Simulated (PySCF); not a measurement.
Job for PySCF: D3(BJ) and D4 dispersion corrections on CH7AsSi (SMILES C[SiH2][AsH2]), a point of a torsion scan.

```python
from pyscf import gto
from pyscf.dispersion import dftd3, dftd4

mol = gto.M(
    atom='''
    C    -1.14060950    0.67264057    0.05791622
    Si   -0.13899614   -0.94181907   -0.06592255
    As    2.14272249   -0.47261024    0.12993458
    H    -2.20963833    0.48649218    0.07377196
    H    -0.92972660    1.32712529   -0.78420770
    H    -0.88521837    1.21374701    0.96637611
    H    -0.51584093   -1.61178671   -1.32205034
    H    -0.55422162   -1.83465703    1.03128546
    H     1.98486475    0.89033817   -0.48122213
    H     2.45820489   -1.02766296   -1.22706679
    ''',
    basis='def2-svp',
    charge=0, spin=0, verbose=0, max_memory=1800)
d3, d4 = {}, {}
for xc in ['hf', 'pbe', 'blyp', 'revpbe', 'tpss', 'r2scan', 'b3lyp', 'pbe0', 'bhlyp', 'camb3lyp', 'b2plyp']:
    d3[xc] = float(dftd3.DFTD3Dispersion(mol, xc=xc, version='d3bj', atm=False).get_dispersion()['energy'])
    print(f'D3(BJ) {xc:10s} {d3[xc]:14.8f} Eh')
for xc in ['hf', 'pbe', 'blyp', 'revpbe', 'tpss', 'r2scan', 'b3lyp', 'pbe0', 'bhlyp', 'camb3lyp', 'b2plyp']:
    d4[xc] = float(dftd4.DFTD4Dispersion(mol, xc={'camb3lyp': 'cam-b3lyp'}.get(xc, xc), atm=True).get_dispersion()['energy'])
    print(f'D4     {xc:10s} {d4[xc]:14.8f} Eh')
```

Program output:

```
D3(BJ) hf            -0.06199613 Eh
D3(BJ) pbe           -0.00788620 Eh
D3(BJ) blyp          -0.01748515 Eh
D3(BJ) revpbe        -0.01913313 Eh
D3(BJ) tpss          -0.01019709 Eh
D3(BJ) r2scan        -0.00222028 Eh
D3(BJ) b3lyp         -0.01447181 Eh
D3(BJ) pbe0          -0.00708618 Eh
D3(BJ) bhlyp         -0.01205413 Eh
D3(BJ) camb3lyp      -0.00682739 Eh
D3(BJ) b2plyp        -0.00715812 Eh
D4     hf            -0.02543532 Eh
D4     pbe           -0.00751874 Eh
D4     blyp          -0.01635926 Eh
D4     revpbe        -0.02152573 Eh
D4     tpss          -0.01011921 Eh
D4     r2scan        -0.00179057 Eh
D4     b3lyp         -0.01219766 Eh
D4     pbe0          -0.00637668 Eh
D4     bhlyp         -0.00988606 Eh
D4     camb3lyp      -0.00652788 Eh
D4     b2plyp        -0.00523468 Eh
```

The run finished.

Cost: about 0.020 core-seconds (a rough figure).
